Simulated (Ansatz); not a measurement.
Be₃Te₂⁺. Total charge 1; doublet. Geometry PBE-D4/def2-SVP; atoms count from 1.

Cartesian coordinates in Å:
```
Be -1.158 0.348 1.004
Be 0.897 -0.268 0.041
Be -1.072 0.319 -1.105
Te 0.405 -0.738 2.242
Te 0.927 0.339 -2.182
```

In the def2 sets Te takes a core potential; there is no spin–orbit coupling. Another isomer (doublet) lies 0.51 eV lower at PBE0-D4/def2-TZVP; other spin states weren't run for this one.

Q: Estimate the Mulliken populations from the PBE0/def2-TZVP orbitals of Ansatz.

A: 
```json
{"atom": "Be1", "charge (e)": "0.16", "spin (α − β)": "0.11"}
{"atom": "Be2", "charge (e)": "0.11", "spin (α − β)": "-0.10"}
{"atom": "Be3", "charge (e)": "0.16", "spin (α − β)": "0.11"}
{"atom": "Te4", "charge (e)": "0.29", "spin (α − β)": "0.44"}
{"atom": "Te5", "charge (e)": "0.29", "spin (α − β)": "0.44"}
```
Mulliken values depend strongly on the basis.

Q: Where does the spin sit?

A: Summed by element: Be 0.12, Te 0.88, of 1 unpaired in all. Largest on single atoms: Te5 0.44, Te4 0.44, Be3 0.11.

Q: And the Mayer bond orders between heavy atoms (over 0.3)?

A: Be1–Be3 0.73 (2.11 Å); Be1–Te4 1.26 (2.27 Å); Be2–Te4 1.05 (2.30 Å); Be2–Te5 1.05 (2.30 Å); Be3–Te5 1.26 (2.27 Å).
